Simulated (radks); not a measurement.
Values are calculated unless marked as measured or tabulated.
Species: Gd4+. Configuration: [Xe] 4f6 (the NIST ground configuration).

Code: a radial shooting solver on a logarithmic mesh with Libxc functionals. Model: scalar-relativistic Kohn-Sham, PBE, spin-polarised, spherical densities, point nucleus; open shells are filled with parallel spins first (spin-orbit coupling, left out, can overturn this in heavy ions).

Energy parts (eV):
| part | energy |
|---|---|
| total | -306628.27 |
| kinetic | 329298.65 |
| electron-nucleus | -745281.53 |
| Hartree | 116085.04 |
| exchange-correlation | -6730.44 |

Orbitals (lengths in bohr, moments of r in powers of bohr; r(max) is where P^2 peaks):
orbital  occ.  eigenvalue (eV)   r(max)      <r^2>
1s up       1        -50150.36  0.01392  0.0006547
1s down     1        -50150.36  0.01392  0.0006547
2s up       1        -8319.042  0.07900    0.01027
2s down     1        -8318.996  0.07900    0.01027
2p up       3        -7407.511  0.06395   0.008283
2p down     3        -7407.479  0.06395   0.008283
3s up       1        -1882.050   0.2243    0.06829
3s down     1        -1879.601   0.2242    0.06817
3p up       3        -1599.721   0.2201    0.06849
3p down     3        -1597.283   0.2200    0.06835
3d up       5        -1226.931   0.1802    0.05757
3d down     5        -1225.063   0.1800    0.05740
4s up       1        -418.2830   0.5153     0.3437
4s down     1        -412.6386   0.5152     0.3437
4p up       3        -325.0206   0.5376     0.3872
4p down     3        -319.4305   0.5374     0.3876
4d up       5        -195.9953   0.5578     0.4628
4d down     5        -190.4835   0.5576     0.4649
4f up       6         -55.5334   0.5587     0.7878
4f down     0         -50.5033   0.5610     0.8454
5s up       1         -92.2405    1.174      1.850
5s down     1         -89.5570    1.186      1.902
5p up       3         -67.9922    1.312      2.403
5p down     3         -66.0058    1.330      2.483

The highest occupied level is 4f up at -55.533 eV. Summed over all electrons, <r^2> = 31.98 bohr^2, which gives a Langevin (diamagnetic) susceptibility term of -25.3 x 10^-6 cm^3/mol.
